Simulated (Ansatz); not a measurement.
`C=CCSC=C` and `C=CCS[SiH3]` differ in one atom or group.

Ansatz, PBE0-D4/def2-TZVP geometries, multiplicity 1. Each molecule was computed in one conformer, which needn't be the lowest.

| property | `C=CCSC=C` |
| --- | --- |
| LUMO energy (PBE/def2-TZVPP) / eV | -1.27 |
| HOMO energy (ωB97M-V/def2-TZVPP) / eV | -8.33 |
| HOMO energy (B3LYP/def2-TZVPP) / eV | -6.00 |
| size of the dipole moment (PBE/def2-TZVPP) / D | 1.39 |
| HOMO–LUMO gap (ωB97M-V/def2-TZVPP) / eV | 10.12 |
| size of the dipole moment (ωB97M-V/def2-TZVPP) / D | 1.40 |

(1) Give the same properties after the change, and the shifts. (Best estimate.)

## Answers

(1) Ansatz gave: 
```csv
property,`C=CCS[SiH3]`,shift
LUMO energy (PBE/def2-TZVPP) / eV,-1.30,-0.03
HOMO energy (ωB97M-V/def2-TZVPP) / eV,-9.16,-0.83
HOMO energy (B3LYP/def2-TZVPP) / eV,-6.74,-0.74
size of the dipole moment (PBE/def2-TZVPP) / D,1.39,0.00
HOMO–LUMO gap (ωB97M-V/def2-TZVPP) / eV,10.87,0.75
size of the dipole moment (ωB97M-V/def2-TZVPP) / D,1.44,0.04
```

Dipoles are sizes alone; their direction can turn.

B3LYP here is the variant with VWN-RPA as its local correlation; programs differ in this.
